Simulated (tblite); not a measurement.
Compound: C4H14N2SSi2.
Numbering: `[CH3:1][NH:2][Si@H:3]1[S:4][SiH2:5][CH2:6][CH2:7][N:8]1[CH3:9]` (hydrogens: H10, H11, H12 on C1; H13 on N2; H14 on Si3; H15, H16 on Si5; H17, H18 on C6; H19, H20 on C7; H21, H22, H23 on C9)

Computed with GFN2-xTB (tblite), gas phase: L-BFGS steps from a force-field or distance-geometry start until the largest atomic force falls under 0.01 eV/Å.

Step 67: E = -771.3369 eV
```
atom  x, y, z in Å  |  force x, y, z in eV/Å
C1      3.2639   -0.1121    0.2572   -0.033  -0.002   0.014
N2      1.8663   -0.4788    0.2468   -0.052   0.000  -0.041
Si3     0.7282    0.0454   -0.9350   -0.077  -0.003  -0.042
S4     -0.2326   -1.6738   -1.8418    0.055   0.027  -0.038
Si5    -1.4869   -2.2625   -0.2257    0.027   0.014  -0.039
C6     -2.0849   -0.6951    0.6667    0.010   0.014   0.046
C7     -1.9142    0.5511   -0.2066    0.037   0.004  -0.028
N8     -0.5296    0.9790   -0.2420    0.007   0.029   0.009
C9     -0.2682    2.2686    0.3480    0.017   0.012   0.033
H10     3.3625    0.8840   -0.1664    0.034  -0.014  -0.002
H11     3.6355   -0.0974    1.2834    0.013   0.017   0.015
H12     3.8789   -0.8046   -0.3258    0.018   0.037  -0.008
H13     1.7234   -1.3967    0.6445    0.036  -0.005   0.010
H14     1.3826    0.7241   -2.0479   -0.002  -0.024   0.005
H15    -0.7262   -3.1343    0.6677   -0.012  -0.009   0.064
H16    -2.5910   -2.9692   -0.8552   -0.035  -0.040  -0.028
H17    -1.5145   -0.5385    1.5815   -0.009   0.006   0.086
H18    -3.1293   -0.8014    0.9562   -0.035   0.013  -0.021
H19    -2.5200    1.3746    0.1810    0.018  -0.007   0.019
H20    -2.2635    0.3360   -1.2210   -0.028   0.000  -0.068
H21    -0.7255    2.3344    1.3387    0.033   0.020   0.018
H22    -0.6639    3.0823   -0.2710   -0.024  -0.044  -0.002
H23     0.8043    2.4117    0.4497   -0.002  -0.044  -0.001
```

Step 68: E = -771.3385 eV
```
atom  x, y, z in Å  |  force x, y, z in eV/Å
C1      3.2658   -0.1063    0.2564   -0.032   0.005   0.011
N2      1.8698   -0.4780    0.2401   -0.047   0.004  -0.042
Si3     0.7284    0.0439   -0.9391   -0.066   0.034  -0.056
S4     -0.2248   -1.6833   -1.8334    0.020  -0.003  -0.026
Si5    -1.4890   -2.2642   -0.2194    0.021   0.018  -0.050
C6     -2.0863   -0.6903    0.6630    0.025   0.024   0.023
C7     -1.9140    0.5521   -0.2166    0.028   0.006  -0.031
N8     -0.5294    0.9813   -0.2501   -0.001   0.010   0.011
C9     -0.2668    2.2628    0.3588   -0.001  -0.033   0.019
H10     3.3642    0.8870   -0.1735    0.031  -0.005  -0.004
H11     3.6306   -0.0828    1.2849    0.019   0.013   0.016
H12     3.8871   -0.8003   -0.3183    0.013   0.035  -0.003
H13     1.7304   -1.3986    0.6315    0.033  -0.020   0.021
H14     1.3752    0.7192   -2.0600   -0.002  -0.030   0.023
H15    -0.7393   -3.1407    0.6804   -0.019   0.011   0.047
H16    -2.5982   -2.9635   -0.8508   -0.016  -0.036  -0.025
H17    -1.5146   -0.5250    1.5743    0.006  -0.008   0.118
H18    -3.1298   -0.7945    0.9558   -0.041   0.014  -0.027
H19    -2.5200    1.3771    0.1690    0.017  -0.018  -0.002
H20    -2.2608    0.3331   -1.2319   -0.016   0.011  -0.035
H21    -0.7212    2.3137    1.3523    0.044   0.020   0.007
H22    -0.6690    3.0821   -0.2484    0.000  -0.034   0.007
H23     0.8065    2.4021    0.4579   -0.015  -0.021  -0.004
```

Step 69: E = -771.3399 eV
```
atom  x, y, z in Å  |  force x, y, z in eV/Å
C1      3.2679   -0.1025    0.2561   -0.024   0.010   0.001
N2      1.8726   -0.4773    0.2336   -0.027   0.005  -0.036
Si3     0.7276    0.0435   -0.9427   -0.027   0.051  -0.047
S4     -0.2167   -1.6907   -1.8274   -0.020  -0.033  -0.016
Si5    -1.4898   -2.2654   -0.2160    0.009   0.014  -0.045
C6     -2.0880   -0.6870    0.6599    0.031   0.016  -0.005
C7     -1.9134    0.5538   -0.2224    0.020  -0.003  -0.014
N8     -0.5288    0.9833   -0.2549   -0.017  -0.033   0.006
C9     -0.2663    2.2589    0.3657   -0.002  -0.060   0.002
H10     3.3693    0.8884   -0.1776    0.017   0.013  -0.006
H11     3.6277   -0.0739    1.2864    0.015   0.009   0.016
H12     3.8944   -0.7966   -0.3130    0.003   0.027   0.002
H13     1.7376   -1.4003    0.6207    0.021  -0.025   0.024
H14     1.3694    0.7156   -2.0687    0.001  -0.026   0.026
H15    -0.7498   -3.1441    0.6924   -0.028   0.032   0.023
H16    -2.6024   -2.9618   -0.8479    0.010  -0.024  -0.018
H17    -1.5190   -0.5179    1.5719    0.015  -0.012   0.126
H18    -3.1322   -0.7895    0.9510   -0.039   0.012  -0.031
H19    -2.5175    1.3782    0.1661    0.001  -0.002  -0.014
H20    -2.2615    0.3363   -1.2381   -0.004   0.007  -0.014
H21    -0.7187    2.3009    1.3602    0.046   0.016   0.022
H22    -0.6746    3.0791   -0.2345    0.016   0.002   0.003
H23     0.8073    2.3959    0.4623   -0.017   0.003  -0.004
```

Step 70: E = -771.3407 eV
```
atom  x, y, z in Å  |  force x, y, z in eV/Å
C1      3.2682   -0.0938    0.2550   -0.002   0.018  -0.002
N2      1.8748   -0.4774    0.2243    0.015  -0.005  -0.019
Si3     0.7268    0.0410   -0.9507    0.009   0.036  -0.027
S4     -0.2114   -1.7034   -1.8199   -0.044  -0.046  -0.008
Si5    -1.4950   -2.2653   -0.2106   -0.008   0.012  -0.019
C6     -2.0855   -0.6784    0.6589    0.023   0.018  -0.013
C7     -1.9124    0.5542   -0.2387   -0.027  -0.010   0.009
N8     -0.5295    0.9866   -0.2719   -0.014   0.045   0.052
C9     -0.2653    2.2488    0.3809   -0.066  -0.091  -0.027
H10     3.3707    0.8932   -0.1881   -0.001   0.009   0.002
H11     3.6218   -0.0528    1.2883   -0.007   0.004  -0.015
H12     3.9042   -0.7895   -0.3030   -0.018   0.033   0.016
H13     1.7483   -1.4032    0.6087    0.003  -0.009   0.013
H14     1.3657    0.7069   -2.0808    0.009  -0.015   0.013
H15    -0.7669   -3.1488    0.7055   -0.038   0.054  -0.002
H16    -2.6150   -2.9548   -0.8416    0.041  -0.006  -0.009
H17    -1.5117   -0.5022    1.5686   -0.009  -0.015   0.067
H18    -3.1294   -0.7767    0.9567   -0.005   0.014  -0.045
H19    -2.5194    1.3820    0.1408    0.011  -0.024  -0.031
H20    -2.2585    0.3265   -1.2550    0.025   0.012   0.056
H21    -0.7149    2.2685    1.3796    0.067   0.004  -0.045
H22    -0.6788    3.0822   -0.2012    0.050  -0.048   0.046
H23     0.8083    2.3832    0.4773   -0.015   0.012  -0.011
```

**Question.** Estimate the geometry and energy of step 71. (The exact step hangs on the optimiser's Hessian estimate; all steps are aligned on step 70, rigid shifts and turns removed.)

**Answer.** E = -771.3415 eV, largest force 0.129 eV/Å
```
atom  x, y, z in Å  |  force x, y, z in eV/Å
C1      3.2690   -0.0951    0.2546    0.012   0.027  -0.008
N2      1.8758   -0.4794    0.2222    0.039  -0.012  -0.001
Si3     0.7246    0.0429   -0.9480    0.034   0.008   0.000
S4     -0.2068   -1.7035   -1.8190   -0.054  -0.045  -0.011
Si5    -1.4921   -2.2650   -0.2121   -0.024  -0.002   0.007
C6     -2.0875   -0.6792    0.6582    0.006  -0.018  -0.020
C7     -1.9107    0.5564   -0.2334   -0.048  -0.013   0.016
N8     -0.5283    0.9871   -0.2625   -0.027  -0.123  -0.030
C9     -0.2661    2.2497    0.3779    0.012  -0.023  -0.009
H10     3.3760    0.8917   -0.1873   -0.023   0.024   0.002
H11     3.6233   -0.0562    1.2876   -0.014   0.004  -0.006
H12     3.9056   -0.7888   -0.3041   -0.013   0.009   0.008
H13     1.7541   -1.4069    0.6049   -0.015   0.005   0.000
H14     1.3606    0.7092   -2.0770    0.025   0.004  -0.017
H15    -0.7687   -3.1475    0.7105   -0.041   0.066  -0.019
H16    -2.6097   -2.9588   -0.8448    0.052   0.004  -0.003
H17    -1.5249   -0.5094    1.5765   -0.008  -0.002   0.035
H18    -3.1349   -0.7777    0.9431   -0.010   0.002  -0.034
H19    -2.5164    1.3816    0.1525    0.000  -0.002  -0.029
H20    -2.2593    0.3371   -1.2511    0.033  -0.002   0.069
H21    -0.7125    2.2786    1.3743    0.035  -0.001   0.060
H22    -0.6832    3.0738   -0.2087    0.025   0.059  -0.009
H23     0.8072    2.3862    0.4689    0.005   0.029   0.000
```

The energy changes by -0.0008 eV. The first-order estimate −F·Δx gives -0.0024 eV and the mean of the old and new forces, exact on a quadratic surface, -0.0008 eV. The step makes an angle of 76° with the force vector and moves no atom by more than 0.017 Å.

The cost below is that of the whole relaxation. The run took 4.7 s of wall time on one thread, Arm Neoverse N1 (aarch64), no GPU, on a shared host.
